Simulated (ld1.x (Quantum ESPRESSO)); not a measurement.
**Plane-wave convergence, PAW potential for rhenium**

* Element: Re (Z = 75)
* Generator: ld1.x (Quantum ESPRESSO) 7.5
* Type: PAW
* Functional: PBEsol
* Relativity: scalar-relativistic
* Frozen core: [Xe] 4f14
* Valence charge: 7
* Reference configuration: 5d5 6s2 6p0
* Partial waves: 6s (bound): rcut 2.55, rcutus 2.70 bohr; 6s channel at 0.95 Ry: rcut 2.55, rcutus 2.70 bohr; 6p (bound, empty): rcut 2.15, rcutus 2.80 bohr; 6p channel at 0.3 Ry: rcut 2.15, rcutus 2.80 bohr; 5d (bound): rcut 1.25, rcutus 1.55 bohr; 5d channel at -0.05 Ry: rcut 1.25, rcutus 1.55 bohr
* Local potential: all-electron potential smoothed inside 2.70 bohr (lloc = -1)
* Core correction: Bessel-smoothed model core inside 0.95 bohr
* Augmentation charge: PSQ, inside the norm-conserving radii

The pseudo-atom Hamiltonian at the reference potential is diagonalised in spherical Bessel functions j_l(qr) that vanish at 20 bohr, with q² up to the cutoff. All-electron valence levels (Ry): 6s -0.4395, 6p -0.0945, 5d -0.3968.

**Question.** How do the lowest levels (Ry) of each channel move with the cutoff, and are there ghosts?

**Answer.**

```
cutoff (Ry)     s #1    s #2     p #1     d #1    d #2    f #1  Σ f·Δε (mRy)
          8  -0.4396  0.0060  -0.0946  -0.0348  0.0733  0.1120        1810.7
         15  -0.4398  0.0060  -0.0946  -0.2087  0.0661  0.1120         941.0
         25  -0.4398  0.0060  -0.0946  -0.3564  0.0640  0.1120         202.8
         40  -0.4398  0.0060  -0.0946  -0.3959  0.0637  0.1120           5.1
         55  -0.4398  0.0060  -0.0946  -0.3967  0.0637  0.1120           1.2
         80  -0.4398  0.0060  -0.0946  -0.3969  0.0637  0.1120           0.2
        400  -0.4398  0.0060  -0.0946  -0.3969  0.0637  0.1120           0.0
```

Result: no extra level below or beside the all-electron valence levels (s, p, d, f tested); 10 mRy is reached at 40 Ry and 1 mRy at 60 Ry.
